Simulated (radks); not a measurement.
Neutral tin inside a hard spherical wall (all orbitals vanish at R), configuration held at [Kr] 4d10 5s2 5p2 and not refilled when levels cross. Calculated with a radial shooting solver on a logarithmic mesh with Libxc functionals: scalar-relativistic Kohn-Sham, PBEsol, spin-polarised, spherical densities, point nucleus; open shells are filled with parallel spins first (spin-orbit coupling, left out, can overturn this in heavy ions). Eigenvalues in eV for spin up, with the zero of energy where the potential of the charges vanishes at infinity; a dash marks a level that is unbound or too diffuse for the functional's potential to be trusted. A positive occupied level is held by the wall or, in an anion where self-interaction has pushed it up, behind a barrier. The pressure on the wall is -dE/dV.

R (bohr),E (hartree),kinetic (hartree),e(4p),e(4d),e(5s),e(5p),"e(6s, empty)","e(5d, empty)",pressure (GPa)
free,-6174.47705,6446.245,-89.429,-25.710,-11.013,-4.171,-,-,0
15,-6174.47705,6446.245,-89.429,-25.710,-11.013,-4.171,-0.399,0.833,< 0.0001
8,-6174.47218,6446.282,-89.149,-25.434,-10.803,-3.938,1.964,2.751,0.193
7,-6174.46251,6446.341,-88.798,-25.090,-10.547,-3.620,3.815,3.843,0.767
6,-6174.43221,6446.507,-88.024,-24.337,-9.976,-2.853,7.502,5.854,3.35
3.5,-6173.41655,6450.633,-78.951,-15.723,-0.299,10.370,54.378,29.371,296
2,-6159.06916,6501.264,-36.968,27.554,86.616,113.11,313.08,158.84,20500
